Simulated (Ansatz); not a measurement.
Nudged elastic band run: C2H8FNOSi

The input (input.yaml):

```yaml
crystal:
  periodic: [false, false, false]
  atoms:
    - { symbol: C, position_ang: [-1.079289, -1.208591, 1.426775] }
    - { symbol: O, position_ang: [0.167799, -0.967437, 0.807696] }
    - { symbol: Si, position_ang: [0.550818, 0.490768, 0.055596] }
    - { symbol: "N", position_ang: [2.185209, 0.501566, -0.519541] }
    - { symbol: C, position_ang: [-0.581863, 0.730785, -1.446999] }
    - { symbol: F, position_ang: [-1.916608, 0.655487, -1.033032] }
    - { symbol: H, position_ang: [-1.055466, -2.219579, 1.861413] }
    - { symbol: H, position_ang: [-1.912236, -1.148153, 0.706742] }
    - { symbol: H, position_ang: [-1.276765, -0.488157, 2.242653] }
    - { symbol: H, position_ang: [0.383601, 1.62333, 1.023637] }
    - { symbol: H, position_ang: [2.905826, 0.588854, 0.192652] }
    - { symbol: H, position_ang: [2.445992, -0.252501, -1.150649] }
    - { symbol: H, position_ang: [-0.411285, -0.047657, -2.212579] }
    - { symbol: H, position_ang: [-0.418734, 1.712084, -1.925762] }
basis:
  gaussian: { orbitals: cc-pVDZ }
hamiltonian:
  xc: pbe0
  dispersion: d4
neb:
  order_check: false
  images: 5
  f_tol: 0.05
  max_iterations: 60
  initial_path: idpp
  final_atoms:
    - { symbol: C, position_ang: [-1.07899037, -1.20869153, 1.42789533] }
    - { symbol: O, position_ang: [0.16250513, -0.97468747, 0.79546561] }
    - { symbol: Si, position_ang: [0.54954195, 0.48671715, 0.05187554] }
    - { symbol: "N", position_ang: [2.18633935, 0.50092315, -0.51636686] }
    - { symbol: C, position_ang: [-0.5806867, 0.7341535, -1.45093254] }
    - { symbol: F, position_ang: [-1.91466505, 0.65189471, -1.03503204] }
    - { symbol: H, position_ang: [-1.05133341, -2.21402365, 1.87473023] }
    - { symbol: H, position_ang: [-1.9176759, -1.15747831, 0.71413755] }
    - { symbol: H, position_ang: [-1.2704447, -0.47851178, 2.23623753] }
    - { symbol: H, position_ang: [0.37828373, 1.61313609, 1.02637348] }
    - { symbol: H, position_ang: [2.45171346, -0.24866203, -1.15091787] }
    - { symbol: H, position_ang: [2.90314524, 0.58524655, 0.20024641] }
    - { symbol: H, position_ang: [-0.40927491, -0.03847661, -2.22208912] }
    - { symbol: H, position_ang: [-0.42145882, 1.71925924, -1.92302125] }
```

Command:

```bash
$ ansatz run input.yaml --threads 2 --pin off --max-ram 3072MiB --backend cpu --events-out ev --progress --plain --runs-dir out
```

Output, in part (warnings, iteration lines, the closing report on the highest movable image, with atoms numbered from 0):

```
NEB end point (image 0): max|allowed force component| = 8.289e-3 eV/Å (the criterion of neb.relax_end_points is 1.000e-2)
NEB end point (image 6): max|allowed force component| = 8.092e-3 eV/Å (the criterion of neb.relax_end_points is 1.000e-2)
NEB iter   1: max|band force component| = 1.379e0 eV/Å  barrier→ = 0.2704 eV  barrier← = 0.2704 eV  Δτ_max = 0.1067 Å  (188 SCF iters)
NEB iter   2: max|band force component| = 8.373e-1 eV/Å  barrier→ = 0.1830 eV  barrier← = 0.1831 eV  Δτ_max = 0.1504 Å  (143 SCF iters)
NEB iter   3: max|band force component| = 2.432e-1 eV/Å  barrier→ = 0.1358 eV  barrier← = 0.1358 eV  CI = image 3  Δτ_max = 0.1788 Å  (143 SCF iters)
NEB iter   4: max|band force component| = 3.165e-1 eV/Å  barrier→ = 0.1295 eV  barrier← = 0.1295 eV  CI = image 3  Δτ_max = 0.0502 Å  (145 SCF iters)
NEB iter   5: max|band force component| = 2.147e-1 eV/Å  barrier→ = 0.1202 eV  barrier← = 0.1203 eV  CI = image 3  Δτ_max = 0.0910 Å  (146 SCF iters)
NEB iter   6: max|band force component| = 1.993e-1 eV/Å  barrier→ = 0.1189 eV  barrier← = 0.1190 eV  CI = image 3  Δτ_max = 0.1796 Å  (144 SCF iters)
NEB iter   7: max|band force component| = 1.616e-1 eV/Å  barrier→ = 0.1125 eV  barrier← = 0.1125 eV  CI = image 3  Δτ_max = 0.1441 Å  (144 SCF iters)
NEB iter   8: max|band force component| = 9.781e-2 eV/Å  barrier→ = 0.1036 eV  barrier← = 0.1037 eV  CI = image 3  Δτ_max = 0.1487 Å  (147 SCF iters)
NEB iter   9: max|band force component| = 9.955e-2 eV/Å  barrier→ = 0.0972 eV  barrier← = 0.0973 eV  CI = image 3  Δτ_max = 0.0746 Å  (147 SCF iters)
NEB iter  10: max|band force component| = 6.013e-2 eV/Å  barrier→ = 0.0943 eV  barrier← = 0.0944 eV  CI = image 3  Δτ_max = 0.0744 Å  (148 SCF iters)
NEB iter  11: max|band force component| = 5.513e-2 eV/Å  barrier→ = 0.0916 eV  barrier← = 0.0917 eV  CI = image 3  Δτ_max = 0.0484 Å  (146 SCF iters)
NEB iter  12: max|band force component| = 8.612e-2 eV/Å  barrier→ = 0.0910 eV  barrier← = 0.0910 eV  CI = image 3  Δτ_max = 0.0097 Å  (133 SCF iters)
NEB iter  13: max|band force component| = 2.538e-2 eV/Å  barrier→ = 0.0905 eV  barrier← = 0.0906 eV  CI = image 3  Δτ_max = 0.0000 Å  (246 SCF iters)
Total energy: -16325.06664263 eV, -599.9351335891 hartree
Atom 0 at    -1.249745    -1.366910     1.216114 Å, force    -0.014465     0.002291     0.002448 eV/Å
Atom 1 at    -0.016135    -1.200190     0.552024 Å, force     0.022645     0.013610    -0.011284 eV/Å
Atom 2 at     0.560003     0.323723     0.134986 Å, force    -0.013233     0.011621     0.017256 eV/Å
Atom 3 at     2.210135     0.157272    -0.343127 Å, force     0.017627     0.001132    -0.003407 eV/Å
Atom 4 at    -0.409784     0.996470    -1.351017 Å, force     0.006402    -0.014441    -0.012620 eV/Å
Atom 5 at    -1.762424     1.028418    -0.995725 Å, force    -0.002104    -0.000488     0.003481 eV/Å
Atom 6 at    -1.328974    -2.417433     1.534282 Å, force     0.001707     0.001039    -0.000691 eV/Å
Atom 7 at    -2.101028    -1.130769     0.555162 Å, force     0.001510    -0.000918     0.001111 eV/Å
Atom 8 at    -1.327899    -0.726920     2.115175 Å, force     0.001368    -0.000410    -0.001219 eV/Å
Atom 9 at     0.328475     1.218944     1.320840 Å, force     0.000929    -0.004737     0.006524 eV/Å
Atom 10 at     2.538578     0.612949    -1.186474 Å, force    -0.009996    -0.003430     0.001072 eV/Å
Atom 11 at     2.945869     0.116615     0.353141 Å, force    -0.010695    -0.005354    -0.001054 eV/Å
Atom 12 at    -0.296779     0.341777    -2.233292 Å, force    -0.004980     0.003115    -0.007674 eV/Å
Atom 13 at    -0.103295     2.016852    -1.643485 Å, force     0.003285    -0.003029     0.006059 eV/Å
Dipole moment:     0.392149     0.232752    -0.078265 e Å
```

The run converged. A vibrational analysis at the climbing image gives one clearly imaginary mode, 142i cm⁻¹: a first-order saddle point.

Final band (atoms are numbered from 1 in the order of the input):

```csv
image,path coordinate (Å),energy (eV),dihedral O2–Si3–N4–H11 (°)
0,0.00,0.000,-73
1,1.08,0.055,-117
2,2.15,0.082,-170
3,3.23,0.091,134
4,3.61,0.053,95
5,3.99,0.009,70
6,4.37,0.000,56
```

The run took 3.1 min on 2 threads of AMD EPYC 9R14 (Zen 4), with other jobs on the host, peak memory 0.34 GiB.
